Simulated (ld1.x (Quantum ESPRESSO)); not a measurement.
## V (Z = 23): what ld1.x (Quantum ESPRESSO) 7.5 does with a changed input

Command:

```bash
ld1.x < V.in > V.out
```

Input:

```
&input
   title='V', zed=23., rel=1, dft='PBESOL', iswitch=3,
   config='[Ar] 3d3 4s1 4p1',
   nld=3, rlderiv=3.70, eminld=-2.0, emaxld=5.0, deld=0.02
 /
 &inputp
   pseudotype=3, lpaw=.true., tm=.true., lloc=-2, rcloc=0.05,
   nlcc=.true., new_core_ps=.true.,
   which_augfun='BESSEL', rmatch_augfun=1.85,
   file_pseudopw='V.UPF', file_wfcaegen='ae.wfc', file_wfcncgen='nc.wfc', file_beta='beta', file_chi='chi', file_wfcusgen='us.wfc'
 /
6
4S  1  0   1.00   0.00  2.40  2.70  0.0
4S  1  0   0.00   0.85  2.40  2.70  0.0
4P  2  1   1.00   0.00  3.10  3.40  0.0
4P  2  1   0.00   1.15  3.10  3.40  0.0
3D  3  2   3.00   0.00  2.45  2.60  0.0
3D  3  2   0.00  -0.05  2.45  2.60  0.0
 &test
   configts(1)='3d3 4s1 4p1'
 /
```

This is an input that runs to its end, with one change: rcloc set to 0.05 bohr.

Question: How does the run end?

Answer: The program runs through. The occupied levels of the test differ from the all-electron ones by at most 0.00000 Ry (unchanged input: 0.00000 Ry).

```
     dft = SLA  PW   PSX  PSC   lsd =0 sic =0 latt =0  beta=0.20 tr2=1.0E-14
     mesh =1181 r(mesh) = 100.93793 xmin = -7.00 dx = 0.01250

     n l     nl             e AE (Ry)        e PS (Ry)    De AE-PS (Ry)
     3 2     3D   1( 3.00)       -0.47849       -0.47849        0.00000
     1 0     4S   1( 1.00)       -0.40720       -0.40720        0.00000
     2 1     4P   1( 1.00)       -0.15415       -0.15415        0.00000

     eps = 6.0E-17  iter =  6

     Etot =   -1895.724039 Ry,    -947.862019 Ha,  -25792.639520 eV
     Etotps =   -94.683583 Ry,     -47.341791 Ha,   -1288.235772 eV

     Ekin =      30.436544 Ry,      15.218272 Ha,     414.110281 eV
     Encl =     -47.655817 Ry,     -23.827909 Ha,    -648.390424 eV
     Ehrt =      10.586191 Ry,       5.293095 Ha,     144.032463 eV
     Ecxc =     -88.050501 Ry,     -44.025250 Ha,   -1197.988091 eV
     (Ecc =     -13.212745 Ry,      -6.606372 Ha,    -179.768553 eV)

     ---------------------- End of pseudopotential test ----------------------
```
